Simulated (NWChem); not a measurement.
System meant: BaBrF; SMILES [Br][Ba][F]

The following NWChem deck was run.

```
start job
memory heap 200 mb stack 900 mb global 1100 mb
geometry units angstroms noautoz
  Ba    -0.121042    -0.770332     0.000000
  F      1.772896    -1.936527     0.000000
  Br    -0.242210     2.184860     0.000000
end
basis spherical
  Ba library def2-svp
  F library def2-svp
  Br library def2-svp
end
dft
  xc xpbe96 cpbe96
  iterations 150
  mulliken
end
task dft energy
```

End of the output:

```
             Grid Information
             ----------------
          Grid used for XC integration:  medium
          Radial quadrature: Mura-Knowles
          Angular quadrature: Lebedev.
          Tag              B.-S. Rad. Rad. Pts. Rad. Cut. Ang. Pts.
          ---              ---------- --------- --------- ---------
          Ba                  2.15      123          12.0       590
          F                   0.50       49          11.0       434
          Br                  1.15      112          11.0       590
          Grid pruning is: on
          Number of quadrature shells:   284
          Spatial weights used:  Erf1

          Convergence Information
          -----------------------
          Convergence aids based upon iterative change in
          total energy or number of iterations.
          Levelshifting, if invoked, occurs when the
          HOMO/LUMO gap drops below (HL_TOL):  1.00D-02
          DIIS, if invoked, will attempt to extrapolate
          using up to (NFOCK): 10 stored Fock matrices.

                    Damping( 0%)  Levelshifting(0.5)       DIIS
                  --------------- ------------------- ---------------
          dE  on:    start            ASAP                start
          dE off:    2 iters        150 iters           150 iters

      Screening Tolerance Information
      -------------------------------
          Density screening/tol_rho:  1.00D-10
          AO Gaussian exp screening on grid/accAOfunc:  14
          CD Gaussian exp screening on grid/accCDfunc:  20
          XC Gaussian exp screening on grid/accXCfunc:  20
          Schwarz screening/accCoul:  1.00D-08

      Superposition of Atomic Density Guess
      -------------------------------------

      charge =      56.0 Ba (Barium)

      symmetry species            s     p     d     f
      number of basis functions = 6     6     5
      number of cont. functions = 4     3     2
      number of closed shells   = 6     4     2
      number of open shells     = 0     0     0
      open shell occupation     = 0     0     0
 ------------------------------------------------------------------------
 atomscf:atomd: error in atom scf                   0
 ------------------------------------------------------------------------
 ------------------------------------------------------------------------
  current input line :
    18: task dft energy
 ------------------------------------------------------------------------
 ------------------------------------------------------------------------
 This error has not yet been assigned to a category
 ------------------------------------------------------------------------
 For more information see the NWChem manual at https://nwchemgit.github.io

0:atomscf:atomd: error in atom scf:Received an Error in Communication
```

### Question
Find the fault in this run and fix the input.

### Answer
The program stopped with an error. Cause: the def2 basis of a heavy element holds valence functions alone and wants its effective core potential (without it all electrons must fit into that basis). This input runs:
```
start job
memory heap 200 mb stack 900 mb global 1100 mb
geometry units angstroms noautoz
  Ba    -0.121042    -0.770332     0.000000
  F      1.772896    -1.936527     0.000000
  Br    -0.242210     2.184860     0.000000
end
basis spherical
  * library def2-svp
end
ecp
  Ba library def2-ecp
end
dft
  xc xpbe96 cpbe96
  iterations 150
  mulliken
end
task dft energy
```
It converges to -2698.76783 Ha (PBE/def2-SVP with def2 effective core potentials on Ba).
